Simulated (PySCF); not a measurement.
Zn⁺: interval between two levels

Zn⁺ [Ar] 3d10 4s1 [2S1/2, M_J = 1/2] → Zn⁺ [Ar] 3d9 4s1 5s1 [4D7/2, M_J = 7/2], as a difference of total energies. Calculation: PySCF 2.14, in x2c-SVPall-2c with one added diffuse shell each of s, d type (6s5p4d1f, 48 functions); the two-component X2C-1e Hamiltonian. Correlated levels: [Ne] frozen; the 6 highest virtual spinors dropped. "Screened" scales the spin-orbit matrix elements by Boettger's factors to mimic the two-electron term; Breit and QED terms are absent.

```json
{"method": "GHF (spin-free)", "interval between two levels (cm⁻¹)": "146870"}
{"method": "GMP2 (spin-free)", "interval between two levels (cm⁻¹)": "166440"}
{"method": "GHF (screened spin-orbit)", "interval between two levels (cm⁻¹)": "145730"}
{"method": "GMP2 (screened spin-orbit)", "interval between two levels (cm⁻¹)": "165300"}
```

The labels give the starting determinants; with spin-orbit coupling the two ends relaxed to ⟨J²⟩ = 0.75, ⟨L²⟩ = 0.00, ⟨S²⟩ = 0.75 and ⟨J²⟩ = 15.75, ⟨L²⟩ = 6.01, ⟨S²⟩ = 3.75.
